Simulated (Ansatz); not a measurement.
Cost and result for the atomization energy of `CC(C)O[Si]N` (15 atoms, 14 bonds).

Z-matrix (Å, degrees):
```
C
C 1 1.514
H 1 1.093 2 110.1
H 1 1.093 2 110.7 3 120.0
H 1 1.092 2 110.7 3 -119.7
C 2 1.514 1 112.5 3 -60.9
O 2 1.421 1 108.8 3 59.8
H 2 1.101 1 108.8 3 178.5
H 6 1.093 2 110.7 1 -59.2
H 6 1.092 2 110.7 1 -179.5
H 6 1.093 2 110.1 1 60.9
Si 7 1.659 2 122.6 1 118.6
N 12 1.705 7 97.5 2 -180.0
H 13 1.010 12 124.6 7 0.0
H 13 1.007 12 122.1 7 -180.0
```

Total charge 0; spin multiplicity 1. Geometry: relaxed with PBE0-D4/def2-TZVP. It is one conformer, not always the lowest. Program: Ansatz. All runs use 4 threads of an Arm Neoverse V1 on a shared host. Times are those of one run each, without the atoms' runs, and a repeat can differ threefold. Electronic energies, without spin–orbit coupling; frozen cores. CCSD(T)/CBS adds CCSD(T) − MP2 in def2-TZVPP to the MP2 limit, and its time is that of the two runs behind it. T1 = 0.012. B3LYP takes the VWN-RPA correlation (the form of Gaussian; ORCA's B3LYP/G). HSE06 is the plane-wave form, built on full-range PBE exchange.

CCSD(T)/CBS is a level of theory with its own doubt, some kJ/mol a heavy atom from the limit and from the frozen cores, so smaller differences don't rank the functionals.

```json
{"level": "PBE-D4/def2-TZVPP (with forces)", "functions": "323", "wall time": "4.6 s", "atomization (kcal/mol)": "1422.7", "difference from CCSD(T)/CBS": "26.0", "per bond": "1.9"}
{"level": "PBE0-D4/def2-TZVPP", "functions": "323", "wall time": "6 s", "atomization (kcal/mol)": "1397.6", "difference from CCSD(T)/CBS": "0.9", "per bond": "0.1"}
{"level": "HSE06-D4/def2-TZVPP", "functions": "323", "wall time": "6 s", "atomization (kcal/mol)": "1398.5", "difference from CCSD(T)/CBS": "1.8", "per bond": "0.1"}
{"level": "BHLYP-D4/def2-TZVPP", "functions": "323", "wall time": "6 s", "atomization (kcal/mol)": "1357.9", "difference from CCSD(T)/CBS": "-38.8", "per bond": "-2.8"}
{"level": "CAM-B3LYP-D4/def2-TZVPP", "functions": "323", "wall time": "6.5 s", "atomization (kcal/mol)": "1405.0", "difference from CCSD(T)/CBS": "8.3", "per bond": "0.6"}
{"level": "B3LYP-D4/def2-TZVPP (with forces)", "functions": "323", "wall time": "9.5 s", "atomization (kcal/mol)": "1398.2", "difference from CCSD(T)/CBS": "1.5", "per bond": "0.1"}
{"level": "r2SCANh-D4/def2-TZVPP", "functions": "323", "wall time": "9.5 s", "atomization (kcal/mol)": "1386.6", "difference from CCSD(T)/CBS": "-10.1", "per bond": "-0.7"}
{"level": "PBE-QIDH/def2-TZVPP", "functions": "323", "wall time": "12 s", "atomization (kcal/mol)": "1384.9", "difference from CCSD(T)/CBS": "-11.8", "per bond": "-0.8"}
{"level": "B97M-V/def2-TZVPP", "functions": "323", "wall time": "17 s", "atomization (kcal/mol)": "1397.9", "difference from CCSD(T)/CBS": "1.2", "per bond": "0.1"}
{"level": "CCSD(T)/def2-SVP", "functions": "133", "wall time": "20 s", "atomization (kcal/mol)": "1319.1", "difference from CCSD(T)/CBS": "-77.6", "per bond": "-5.5"}
{"level": "MP2/def2-QZVPP", "functions": "625", "wall time": "57 s", "atomization (kcal/mol)": "1400.4", "difference from CCSD(T)/CBS": "3.7", "per bond": "0.3"}
{"level": "CCSD(T)/def2-TZVPP", "functions": "323", "wall time": "30 min", "atomization (kcal/mol)": "1359.9", "difference from CCSD(T)/CBS": "-36.8", "per bond": "-2.6"}
{"level": "CCSD(T)/CBS(def2)", "functions": "–", "wall time": "31 min", "atomization (kcal/mol)": "1396.7", "difference from CCSD(T)/CBS": "0.0", "per bond": "0.0"}
```

Leaving LDA and LC-ωPBE aside and taking each functional with its dispersion term where it has one, the values spread over 64.9 kcal/mol, from BHLYP-D4 to PBE-D4. LDA lies +180.8 kcal/mol from PBE without D4, its usual overbinding. The D4 term adds +11.9 kcal/mol with B3LYP and +6.3 kcal/mol with PBE0; it sums over pairs of atoms, weighted by their polarisabilities, and B3LYP, whose exchange is more repulsive, gets the larger term. From BLYP to BHLYP (50 % exact exchange), in def2-TZVPP and without D4, the atomization energy moves by −31.4 kcal/mol: exact exchange takes away binding that semilocal exchange gives to molecules.
